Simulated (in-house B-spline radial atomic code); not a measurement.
Successive ionisation energies of molybdenum; each step leads to the configuration of the next row (after the last: [He] 2s2 2p1/2(1)). Dirac energy differences include first-order Breit, QED and recoil terms. NIST's values go from ground level to ground level; the uncertainty of those that are theory runs from under 0.1 % in few-electron ions to several per cent in heavy many-electron ones. Computed with a B-spline radial code for spherical atoms: Dirac-Hartree-Fock, jj configuration that fills j = l - 1/2 first, finite nuclei.

A number in brackets counts the electrons of a j subshell.

| ion | configuration | ionisation energy (eV) | tabulated value (eV) | tabulated kind | computed minus tabulated (eV) | highest orbital | largest mean radius (bohr) |
| --- | --- | --- | --- | --- | --- | --- | --- |
| Mo28+ | [Ne] 3s2 3p1/2(2) | 1532.2 | 1537 | semi-empirical | -5 | 3p1/2 | 0.37455 |
| Mo29+ | [Ne] 3s2 3p1/2(1) | 1599.9 | 1587 | semi-empirical | 13 | 3p1/2 | 0.37185 |
| Mo30+ | [Ne] 3s2 | 1723.9 | 1730.1 | semi-empirical | -6 | 3s1/2 | 0.36919 |
| Mo31+ | [Ne] 3s1 | ? | ? | semi-empirical | ? | ? | ? |
| Mo32+ | [He] 2s2 2p6 | 4253.4 | 4259 | semi-empirical | -6 | 2p3/2 | 0.14995 |
| Mo33+ | [He] 2s2 2p1/2(2) 2p3/2(3) | 4431.2 | 4430 | semi-empirical | 1 | 2p3/2 | 0.14882 |
| Mo34+ | [He] 2s2 2p1/2(2) 2p3/2(2) | 4611.9 | 4618 | semi-empirical | -6 | 2p3/2 | 0.1477 |
| Mo35+ | [He] 2s2 2p1/2(2) 2p3/2(1) | ? | ? | semi-empirical | ? | ? | ? |
| Mo36+ | [He] 2s2 2p1/2(2) | 5089.5 | 5084 | semi-empirical | 6 | 2p1/2 | 0.14551 |

Problem. Fill in the row of Mo31+.

Solution. ionisation energy (eV): 1790.1; tabulated value (eV): 1790.93; computed minus tabulated (eV): -1; highest orbital: 3s1/2; largest mean radius (bohr): 0.36625.

Problem. Fill in the row of Mo35+.

Solution. ionisation energy (eV): 4795.7; tabulated value (eV): 4800; computed minus tabulated (eV): -4; highest orbital: 2p3/2; largest mean radius (bohr): 0.1466.

Problem. Where is the largest jump?

Solution. From Mo31+ to Mo32+, by a factor of 2.38 (1790.1 to 4253.4 eV); the highest orbital goes from 3s1/2 to 2p3/2.

Problem. How far is this level of theory from the measured and semi-empirical values?

Solution. Over those 9 rows the differences run from -6.18 to +12.9 eV (mean absolute value 5.3 eV). The calculation leaves out correlation and, in open shells, the multiplet splittings that an average leaves out.
